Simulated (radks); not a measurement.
Species: Ge3+. Configuration: [Ar] 3d10 4s1.

Calculated with a radial shooting solver on a logarithmic mesh with Libxc functionals: scalar-relativistic Kohn-Sham, PBE, spin-unpolarised, spherical densities, point nucleus.

Energy parts (hartree):
part                       energy
total                 -2096.71367
kinetic                2134.77484
electron-nucleus      -5017.28152
Hartree                 864.46789
exchange-correlation    -78.67488

Orbitals (lengths in bohr, moments of r in powers of bohr; <r^-3> diverges for s and p1/2):
orbital  occ.  eigenvalue (hartree)       <r^4>  <r^-3>
1s          2             -404.0888  0.00002275       -
2s          2             -51.66385    0.004691       -
2p          6             -45.30535    0.003441   994.7
3s          2              -7.44174      0.3250       -
3p          6              -5.49828      0.4185   134.6
3d         10              -2.31871       1.035   14.34
4s          1              -1.48671       22.81       -
4p          0              -1.10496       42.84   12.09

The highest occupied level is 4s at -40.455 eV. For comparison, the ionisation energy in NIST's Atomic Spectra Database is 45.716 eV (measured). In exact Kohn-Sham theory the highest level is minus the ionisation energy, but local and semilocal functionals leave it too shallow, through self-interaction and a potential that decays too fast; potentials with the right tail come closer. The density falls to 0.001 e/bohr^3 at r = 3.04 bohr.

Beside tabulated values, note that spin-unpolarised runs miss the spin-polarisation part of the exchange energy of open shells.
